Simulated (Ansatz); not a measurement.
System: Ti, charge 2, triplet.

Total energies in cc-pwCVQZ-DK, 10 correlated electrons, 5 frozen orbitals. UHF or UKS for unpaired electrons; spin-orbit terms are left out. The -DK rows use spin-free X2C, correlate 3s3p of the metal (1s2s2p frozen) and give its partners the cc-pVXZ-DK valence sets. Open-shell metal atoms are single determinants, not pure terms.

```tsv
method	program	energy (Eh)	minus CCSDT(Q) (mEh)
HF	Ansatz	-852.07217	362.51
MP2	Ansatz	-852.40665	28.03
CCSD	Ansatz	-852.42594	8.74
CCSD(T)	Ansatz	-852.43421	0.47
CCSDT(Q)	Ansatz	-852.43468	0.00
```

Ansatz is a first-principles code.
